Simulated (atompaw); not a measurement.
## Building the PAW (atompaw) potential for rubidium (Rb) (PBE, scalar-relativistic).

rubidium, PAW, made with atompaw 4.2.0.5 (PBE, scalar-relativistic). Core [Ar] 3d10, reference 4s2 4p6 4d0 5s0.5 5p0.5. Waves: 4s (bound): rc 2.05 bohr; 5s (bound): rc 3.00 bohr; 4p (bound): rc 3.00 bohr; 5p (bound): rc 3.00 bohr; 4d (bound, empty): rc 3.00 bohr; 4d channel at 2.9 Ry: rc 3.00 bohr. Local part: ultrasoft scheme with l = 3 at 1 Ry, radius 2.75 bohr. Core correction: smooth core density matched at 2.30 bohr. Augmentation charge: besselshape compensation charge, radius 2.30 bohr; PAW radius 3.00 bohr; waves and projectors: custom polynom vanderbiltortho.

Poles of the logarithmic derivatives, all-electron (AE) and pseudo (PS). s: poles at -2.3, 2.7 (AE) and -2.3, 2.2 (PS) Ry. p: poles at -1.0, 3.7 (AE) and -1.0, 3.7 (PS) Ry. d: poles at 1.0 (AE) and 1.0 (PS) Ry. Test radius 3.02 bohr.

- Cutoffs needed: 10 Ry and 15 Ry (the cutoffs (Ry, on a coarse ladder) from which the occupation-weighted sum of valence levels, in a spherical-Bessel basis at the reference potential, stays within 10 and 1 mRy of its value at 400 Ry)
- Ghost test: no extra level below or beside the all-electron valence levels (s, p, d, f tested) (spherical-Bessel basis up to 400 Ry, 20 bohr box)
- Lowest eigenvalue of the overlap operator: 0.61 (s channel)
- Overlap eigenvalues printed by atompaw (projector basis): 0.518, 2.21, 13.1, 55.1, 102, 1.5e+03
- Share of each valence orbital outside the PAW sphere: 4s 1 %, 5s 90 %, 4p 5 %, 5p 98 %, 4d 91 %
